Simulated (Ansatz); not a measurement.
A made-up structure of BH$_{2}$Te, doublet:

```xyz
4
angstrom
B -0.1998 0.0443 -0.1057
Te 1.6017 -0.3553 0.8473
H -1.1444 -0.6460 0.1314
H 2.8334 -0.7102 1.9487
```

It is relaxed with PBE-D4/def2-SVP and then PBE0-D4/def2-TZVP (Ansatz 0.2.0). Atoms count as bonded within 1.22 times the sum of their covalent radii (H–H: 0.88 Å). The end point is not checked to be a true minimum.

Problem. Does its bonding change? (A judgement: the text doesn't fix the answer.)

Solution. Computed: No: no bond forms or breaks.

Where it ends: The first stage lowers the energy by 1.72 eV in 11 steps. It ends as BH₂Te ([BH][TeH]):
B1  (-0.007, -0.152, -0.011)
Te2  (1.997, 0.036, 0.458)
H3  (-0.932, -0.697, 0.497)
H4  (2.033, -0.854, 1.877)
(Å)

Labels in which every atom is bracketed show which atoms are joined, not bond orders.

For scale, one of the runs: PBE0-D4/def2-TZVP relaxation, 93 basis functions, launched by `ansatz run in.yaml --threads 2 --pin off --events-out ev --progress --plain --max-ram 4352MiB`. The run took about 18 s on 2 CPU threads of an Arm Neoverse N1 (shared host).
